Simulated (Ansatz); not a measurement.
Molecule: ICl, net charge 1, doublet state. SMILES of the parent species: ClI

Atoms: Cl1, I2. Bonds: Cl1-I2.

Bond lengths (Å) and angles (degrees) optimised at HF/STO-3G with Ansatz (an electronic-structure program); HF/6-31G* with LANL2DZ past Ar with Ansatz; PBE/6-31G* with LANL2DZ past Ar with Ansatz; B3LYP/LANL2DZ with Ansatz; B3LYP/6-31G* with LANL2DZ past Ar with Ansatz; MP2/6-31G* with LANL2DZ past Ar with Ansatz, each started from the B3LYP-D3(BJ)/def2-TZVP structure (Ansatz) of the last column. A row stands for all coordinates that are equal there. 6-31G* holds six Cartesian d functions.

```json
[
 {"coordinate": "Cl1-I2", "HF/STO-3G": "2.373", "HF/6-31G* with LANL2DZ past Ar": "2.353", "PBE/6-31G* with LANL2DZ past Ar": "2.353", "B3LYP/LANL2DZ": "2.438", "B3LYP/6-31G* with LANL2DZ past Ar": "2.341", "MP2/6-31G* with LANL2DZ past Ar": "2.291", "B3LYP-D3(BJ)/def2-TZVP": "2.254"}
]
```

Mean signed difference of all 1 bond lengths from B3LYP-D3(BJ)/def2-TZVP: HF/STO-3G 0.119 Å, HF/6-31G* with LANL2DZ past Ar 0.099 Å, PBE/6-31G* with LANL2DZ past Ar 0.099 Å, B3LYP/LANL2DZ 0.184 Å, B3LYP/6-31G* with LANL2DZ past Ar 0.087 Å, MP2/6-31G* with LANL2DZ past Ar 0.037 Å.
